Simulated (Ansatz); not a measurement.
Consider the redistribution: `B[SiH](C)C` + `[CH3][Ge][OH]` → `B[SiH2]C` + `C[CH2][Ge][OH]`.

Computed with Ansatz on PBE0-D4/def2-TZVP structures; ΔE is electronic, products minus reactants. CBS: MP2 limit from def2 TZ/QZ plus the TZ coupled-cluster correction, frozen cores. DFT in def2-TZVPP. B3LYP here is the variant with VWN-RPA as its local correlation; programs differ in this. For Ge outer-core shells are correlated without core-valence functions, which leaves a few kJ/mol of doubt a bond. Scalar relativity is left out up to krypton. Each species was taken in one conformer, which may not be the lowest.

`B[SiH](C)C`:

Cartesian coordinates in Å:
```
B 0.289 -2.031 0.077
Si -0.388 -0.139 0.094
C 0.381 0.926 1.436
C -0.271 0.718 -1.573
H 0.250 -2.705 -0.913
H 0.687 -2.567 1.072
H -1.842 -0.335 0.422
H 1.447 1.080 1.250
H -0.096 1.909 1.479
H 0.276 0.454 2.416
H -0.755 0.125 -2.352
H 0.773 0.865 -1.864
H -0.751 1.700 -1.545
```

`[CH3][Ge][OH]`:

Z-matrix (Å, degrees):
```
C
Ge 1 2.003
H 1 1.092 2 112.4
H 1 1.096 2 109.8 3 120.8
H 1 1.096 2 109.8 3 -120.8
O 2 1.791 1 97.5 3 -180.0
H 6 0.962 2 114.7 1 0.0
```

`B[SiH2]C`:

```xyz
10

B     1.471   -0.939   -0.632
Si   -0.032   -0.356    0.569
C    -1.084    1.063   -0.062
H     1.678   -0.470   -1.714
H     2.208   -1.810   -0.268
H     0.552   -0.001    1.899
H    -0.892   -1.560    0.796
H    -1.545    0.806   -1.018
H    -1.880    1.309    0.644
H    -0.476    1.958   -0.213
```

`C[CH2][Ge][OH]`:

Cartesian coordinates in Å:
```
C -0.275 0.237 -0.922
C 0.341 -0.875 -0.092
Ge 0.591 -0.576 1.884
O -0.056 1.086 2.022
H 0.325 1.152 -0.884
H -0.364 -0.033 -1.978
H -1.284 0.489 -0.578
H 1.335 -1.147 -0.473
H -0.248 -1.800 -0.173
H -0.366 1.467 1.194
```

```
             level  ΔE (kJ/mol)  difference from CCSD(T)/CBS
            PBE-D4         47.6                         -0.3
         r2SCAN-D4         51.3                          3.4
           PBE0-D4         48.6                          0.7
          B3LYP-D4         48.4                          0.5
           ωB97X-V         47.9                          0.0
           ωB97M-V         51.0                          3.1
            B2PLYP         49.1                          1.2
               PBE         47.9                          0.0
            r2SCAN         51.2                          3.3
              PBE0         48.7                          0.8
             B3LYP         48.9                          1.0
     HF/def2-TZVPP         48.4                          0.5
    MP2/def2-TZVPP         49.7                          1.8
SCS-MP2/def2-TZVPP         47.4                         -0.5
   CCSD/def2-TZVPP         47.8                         -0.1
CCSD(T)/def2-TZVPP         47.4                         -0.5
     HF/def2-QZVPP         48.6                          0.7
    MP2/def2-QZVPP         50.1                          2.2
SCS-MP2/def2-QZVPP         48.0                          0.1
      HF/CBS(def2)         48.7                          0.8
     MP2/CBS(def2)         50.2                          2.3
    CCSD/CBS(def2)         48.2                          0.3
       CCSD(T)/CBS         47.9                            0
```

Largest T1 diagnostic among the species: 0.014.
